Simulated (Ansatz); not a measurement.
A geometry relaxed with Ansatz (an electronic-structure program) with PBE0-D3(BJ)/def2-TZVP, charge 0, multiplicity 1:

```xyz
5

H     -1.0914     0.9938     0.5378
O     -1.0368    -0.5433    -0.7807
S      1.1592     0.1917     0.5117
H      1.5046    -0.8387    -0.2799
C     -0.5356     0.1965     0.0110
```

Problem. Write the SMILES of this molecule.

Solution. `O=CS`
